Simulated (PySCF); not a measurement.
Species: CH7FGe2O.
Numbering: `[CH3:1][O:2][Ge@@H:3]([F:4])[GeH3:5]` (hydrogens: H6, H7, H8 on C1; H9 on Ge3; H10, H11, H12 on Ge5)

Geometry (PBE0-D3(BJ)/def2-SVP, Å), atoms numbered from 1 in this order:
```xyz
12
CH7FGe2O angstrom
C     -1.8919    0.3239    0.3891
O     -1.2724   -0.9333    0.3277
Ge     0.2751   -1.1465   -0.4997
F     -0.0322   -0.8636   -2.1998
Ge     1.8947    0.5343    0.1608
H     -1.2975    1.0593    0.9659
H     -2.0829    0.7480   -0.6129
H     -2.8608    0.2083    0.8984
H      0.6069   -2.6354   -0.3424
H      1.9387    0.6268    1.6954
H      1.4741    1.8918   -0.4237
H      3.2874    0.1574   -0.3685
```

Method used: PBE0-D3(BJ)/def2-SVP geometry optimisation, gas phase in PySCF.

Masses are those of the commonest isotopes; rigid-rotor values at the optimised geometry. The values belong to one conformer with, in the numbering `[CH3:1][O:2][Ge@@H:3]([F:4])[GeH3:5]`, C1–O2–Ge3–F4 -67°.

(1) Give the principal moments of inertia and the rotational constants in GHz.

(2) Classify the top.

(3) What does the inertial defect say?

(4) Give the other two planar moments, Paa and Pbb, and the rms extents of the mass along the axes.

(5) List the rotational levels J(Ka,Kc) to J = 3 (cm⁻¹).

(6) Which types of transition are allowed, and where do some lines up to J = 3 fall?

Results:

(1) Ia = 180.25, Ib = 410.05, Ic = 498.86 u·Å²; 505379 MHz·u·Å²/I gives 2804, 1232 and 1013 MHz, that is A = 2.8037, B = 1.2325, C = 1.0131 GHz.

(2) An asymmetric top: κ = (2 × 1232 − 2804 − 1013)/(2804 − 1013) ≈ -0.75.

(3) Not planar: Δ = Ic − Ia − Ib = -91.45 u·Å². For a rigid frame Δ = −2 Σ m c², so Σ m c² = 45.72 u·Å² lies off the ab plane: 8.85 from hydrogen and 36.87 from heavier atoms. The atom farthest from that plane is 1.61 Å away.

(4) Paa = Σ m a² = (Ib + Ic − Ia)/2 = 364.33 and Pbb = Σ m b² = (Ia + Ic − Ib)/2 = 134.53 u·Å². With the mass M = 201.89 u, the rms extents √(P/M) along a, b and c are 1.34, 0.82, 0.48 Å.

(5) Above 0(0,0):
J = 1: 1(0,1) 0.0749, 1(1,1) 0.1273, 1(1,0) 0.1346
J = 2: 2(0,2) 0.2240, 2(1,2) 0.2698, 2(1,1) 0.2918, 2(2,1) 0.4490, 2(2,0) 0.4497
J = 3: 3(0,3) 0.4459, 3(1,3) 0.4831, 3(1,2) 0.5270, 3(2,2) 0.6737, 3(2,1) 0.6772, 3(3,1) 0.9545, 3(3,0) 0.9545
The levels of one J sum to (2J + 1)J(J + 1)(A + B + C)/3.

(6) The dipole components are |μa| = 1.65 D, |μb| = 1.19 D, |μc| = 0.51 D. Intensities carry the squares of the components, which stand as 1.00 : 0.53 : 0.09 (a : b : c). Some of the stronger lines:

```csv
type,branch,"J(Ka,Kc)",MHz,lower level (cm⁻¹)
a,Q,"3(1,2) ← 3(1,3)",1315,0.483
b,Q,"1(1,0) ← 1(0,1)",1791,0.075
b,Q,"2(1,1) ← 2(0,2)",2031,0.224
a,R,"1(0,1) ← 0(0,0)",2246,0.000
b,R,"3(1,2) ← 2(2,1)",2338,0.449
b,Q,"3(1,2) ← 3(0,3)",2431,0.446
b,R,"1(1,1) ← 0(0,0)",3817,0.000
a,R,"2(0,2) ← 1(0,1)",4470,0.075
b,Q,"3(2,1) ← 3(1,2)",4504,0.527
a,R,"2(1,1) ← 1(1,0)",4710,0.135
b,Q,"2(2,0) ← 2(1,1)",4735,0.292
b,R,"3(0,3) ← 2(1,2)",5279,0.270
b,Q,"2(2,1) ← 2(1,2)",5372,0.270
b,Q,"3(2,2) ← 3(1,3)",5714,0.483
a,R,"3(1,3) ← 2(1,2)",6395,0.270
a,R,"3(2,2) ← 2(2,1)",6737,0.449
a,R,"3(2,1) ← 2(2,0)",6821,0.450
a,R,"3(1,2) ← 2(1,1)",7052,0.292
b,R,"3(1,3) ← 2(0,2)",7768,0.224
b,Q,"3(3,1) ← 3(2,2)",8418,0.674
b,R,"2(2,1) ← 1(1,0)",9424,0.135
b,R,"2(2,0) ← 1(1,1)",9665,0.127
b,R,"3(2,2) ← 2(1,1)",11450,0.292
b,R,"3(3,0) ← 2(2,1)",15155,0.449
```

Stationary, but not proved a minimum. These are rigid-rotor constants of the computed structure; measured ground-state constants (B0) also hold zero-point vibration. A rigid rotor knows nothing of internal rotation, which can split or shift real lines.
